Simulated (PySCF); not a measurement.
C₂H₈Si₂, singlet, at a GFN2-xTB geometry. Base run: PySCF with HF/STO-3G.

The PySCF input:
```python
from pyscf import gto, scf

mol = gto.Mole()
mol.atom = '''
    C     0.25209438    0.38514971    1.24640713
    Si    1.34551195   -0.26633688   -0.18984983
    C    -0.25362570   -0.39526463   -1.24292497
    Si   -1.34479007    0.27110514    0.18820832
    H     0.49999714    1.38792267    1.58498194
    H     0.25076462   -0.24475418    2.13240670
    H     2.32827527    0.69774529   -0.69174618
    H     2.00712496   -1.54626746    0.07700294
    H    -0.25648887    0.22053274   -2.13870826
    H    -0.50035246   -1.40385890   -1.56485572
    H    -1.98651303    1.55971117   -0.08540501
    H    -2.34372596   -0.67709734    0.68841186
'''
mol.basis = 'sto-3g'
mol.verbose = 4
mol.build()

mf = scf.RHF(mol)
mf.kernel()
```

Each row names what was changed in the base input (with any setting that the change needs).

```
change                                  E (Eh)  HOMO (eV)  HOMO-LUMO gap (eV)  core-seconds (rough)                outcome
----------------------------------  ----------  ---------  ------------------  --------------------  ---------------------
base                                -650.70112      -8.56               20.04                   0.3              converged
functional = o3lyp                  -652.38561      -5.08               11.05                     3              converged
functional = pw91,pw91              -652.25893      -4.51                9.79                     4              converged
functional = b97m_v                          -          -                   -                     -  cut at the time limit
functional = pbe; dispersion = d4   -651.94414      -4.44                9.81                     3              converged
functional = blyp                   -652.23632      -4.35                9.78                     2              converged
functional = mn15                   -650.20880      -6.46               13.42                     4              converged
functional = lc_wpbe                -652.11953      -8.49               17.63                     6              converged
functional = m06                    -652.20069      -5.62               12.11                     3              converged
functional = x3lyp                  -652.25632      -5.54               11.99                     4              converged
functional = hse06                  -652.08775      -5.31               11.54                     6              converged
functional = pbe0; dispersion = d4  -652.06159      -5.70               12.34                     2              converged
functional = wb97x_v                         -          -                   -                     -  cut at the time limit
```

Totals shift with the method and basis; they matter in differences.
